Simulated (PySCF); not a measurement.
# Molecular orbitals of CaC⁺

r²SCAN at R = 2.167 Å; Ca def2-SVP, C def2-SVP; no relativity (PySCF 2.14). State: ⁴Σ⁻ (quartet), unpaired electrons σ ↑, π ↑↑. Only the outer orbitals are listed, counted within each symmetry.

```json
{"spin": "α", "orbital": "5σ", "occ.": "1", "ε (eV)": "-53.88", "on Ca (%)": "100", "main shells (%)": "100 Ca s"}
{"spin": "α", "orbital": "2π", "occ.": "1", "ε (eV)": "-34.51", "on Ca (%)": "100", "main shells (%)": "100 Ca p"}
{"spin": "α", "orbital": "2π", "occ.": "1", "ε (eV)": "-34.51", "on Ca (%)": "100", "main shells (%)": "100 Ca p"}
{"spin": "α", "orbital": "6σ", "occ.": "1", "ε (eV)": "-34.45", "on Ca (%)": "98", "main shells (%)": "98 Ca p"}
{"spin": "α", "orbital": "7σ", "occ.": "1", "ε (eV)": "-19.06", "on Ca (%)": "6", "main shells (%)": "94 C s"}
{"spin": "α", "orbital": "8σ", "occ.": "1", "ε (eV)": "-10.76", "on Ca (%)": "17", "main shells (%)": "80 C p, 12 Ca d"}
{"spin": "α", "orbital": "3π", "occ.": "1", "ε (eV)": "-10.46", "on Ca (%)": "17", "main shells (%)": "83 C p, 14 Ca d"}
{"spin": "α", "orbital": "3π", "occ.": "1", "ε (eV)": "-10.46", "on Ca (%)": "17", "main shells (%)": "83 C p, 14 Ca d"}
{"spin": "α", "orbital": "9σ", "occ.": "0", "ε (eV)": "-7.14", "on Ca (%)": "99", "main shells (%)": "77 Ca s, 18 Ca d"}
{"spin": "α", "orbital": "1δ", "occ.": "0", "ε (eV)": "-6.42", "on Ca (%)": "100", "main shells (%)": "100 Ca d"}
{"spin": "α", "orbital": "1δ", "occ.": "0", "ε (eV)": "-6.42", "on Ca (%)": "100", "main shells (%)": "100 Ca d"}
{"spin": "β", "orbital": "5σ", "occ.": "1", "ε (eV)": "-53.63", "on Ca (%)": "100", "main shells (%)": "100 Ca s"}
{"spin": "β", "orbital": "2π", "occ.": "1", "ε (eV)": "-34.30", "on Ca (%)": "100", "main shells (%)": "100 Ca p"}
{"spin": "β", "orbital": "2π", "occ.": "1", "ε (eV)": "-34.30", "on Ca (%)": "100", "main shells (%)": "100 Ca p"}
{"spin": "β", "orbital": "6σ", "occ.": "1", "ε (eV)": "-34.02", "on Ca (%)": "99", "main shells (%)": "99 Ca p"}
{"spin": "β", "orbital": "7σ", "occ.": "1", "ε (eV)": "-14.86", "on Ca (%)": "10", "main shells (%)": "86 C s"}
{"spin": "β", "orbital": "3π", "occ.": "0", "ε (eV)": "-7.19", "on Ca (%)": "53", "main shells (%)": "50 Ca d, 47 C p"}
{"spin": "β", "orbital": "3π", "occ.": "0", "ε (eV)": "-7.19", "on Ca (%)": "53", "main shells (%)": "50 Ca d, 47 C p"}
{"spin": "β", "orbital": "8σ", "occ.": "0", "ε (eV)": "-6.78", "on Ca (%)": "47", "main shells (%)": "42 C p, 37 Ca d, 11 C s"}
```

Question: Which are the highest filled and the lowest empty level, where do they sit, and how wide is the gap?

Answer: Highest filled α 3π at -10.46 eV (in %: 83 C p, 14 Ca d); lowest empty β 3π at -7.19 eV (in %: 50 Ca d, 47 C p); the gap at r²SCAN is 3.27 eV. Both belong to one degenerate shell, split only by its one-sided filling, so this is no excitation gap.

- bond order (Mayer): 1.08
- ⟨S²⟩: 3.753
- charge on Ca (Mulliken, basis-dependent): 1.35
- charge on Ca (Löwdin, basis-dependent): 1.09
- dipole moment (positive dipole points towards C; it is taken about the centre of mass and depends on that origin): -6.96 D

The state was picked by a PBE0 search and need not be the measured ground state.
